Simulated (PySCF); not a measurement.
Species: CH12GeSi3.
SMILES with atom numbers: `[SiH3:1][CH2:2][Si@@H:3]([SiH3:4])[GeH3:5]` (hydrogens: H6, H7, H8 on Si1; H9, H10 on C2; H11 on Si3; H12, H13, H14 on Si4; H15, H16, H17 on Ge5)

Method: PBE0-D3(BJ)/def2-SVP geometry optimisation, gas phase (PySCF 2.14.0).

(1) List the bond lengths, angles and torsions at this level.

Answers

(1) 
| bond | length (pm) | order |
| --- | --- | --- |
| Si1–C2 | 188.2 | single |
| C2–Si3 | 189.3 | single |
| Si3–Si4 | 234.8 | single |
| Si3–Ge5 | 238.9 | single |
| Si1–H6, Si1–H7, Si1–H8 | 149.5 | single |
| C2–H9 | 110.4 | single |
| C2–H10 | 110.4 | single |
| Si3–H11 | 150.0 | single |
| Si4–H12, Si4–H13, Si4–H14 | 149.6 | single |
| Ge5–H15, Ge5–H16, Ge5–H17 | 154.1 | single |

Bonds in one row agree within 1 pm and their mean is given. Orders are formal, as drawn. A selection of angles:
| angle | degrees |
| --- | --- |
| C2–Si1–H6 | 110.1 |
| C2–Si1–H8 | 111.0 |
| H6–Si1–H7 | 108.3 |
| H6–Si1–H8 | 108.6 |
| Si1–C2–Si3 | 115.3 |
| Si1–C2–H9 | 108.6 |
| Si1–C2–H10 | 108.9 |
| Si3–C2–H9 | 108.4 |
| Si3–C2–H10 | 108.5 |
| H9–C2–H10 | 106.9 |
| C2–Si3–Si4 | 111.6 |
| C2–Si3–Ge5 | 111.0 |
| C2–Si3–H11 | 109.8 |
| Si4–Si3–Ge5 | 108.3 |
| Si4–Si3–H11 | 108.2 |
| Ge5–Si3–H11 | 107.8 |
| Si3–Si4–H12 | 110.6 |
| Si3–Si4–H13 | 109.4 |
| H12–Si4–H13 | 108.4 |
| H13–Si4–H14 | 108.7 |
| Si3–Ge5–H15 | 110.9 |
| Si3–Ge5–H17 | 110.2 |
| H15–Ge5–H16 | 108.1 |

Dihedral angles: Si1–C2–Si3–Si4 -59° (synclinal).

Si1 (SiH3 silicon) is tetrahedral (angles from 108.3° to 111.0°). Si3 (SiH silicon) is tetrahedral (angles from 107.8° to 111.6°). Si4 (SiH3 silicon) is tetrahedral (angles from 108.4° to 111.2°). Ge5 (germanium bonded to Si and 3 H) is tetrahedral (angles from 108.1° to 111.0°).

Point group: C1 (no symmetry element, even within 0.4 Å). No PBE0-D3(BJ)/def2-SVP frequencies stand behind this structure, so it isn't proved a minimum. One conformer, not necessarily the lowest.

Time: 2.4 min of wall time; peak memory 0.72 GiB. Hardware: an Arm Neoverse V2 with one thread, shared host with 48 logical CPUs at a one-minute load of 33. That covers the optimisation of the geometry.
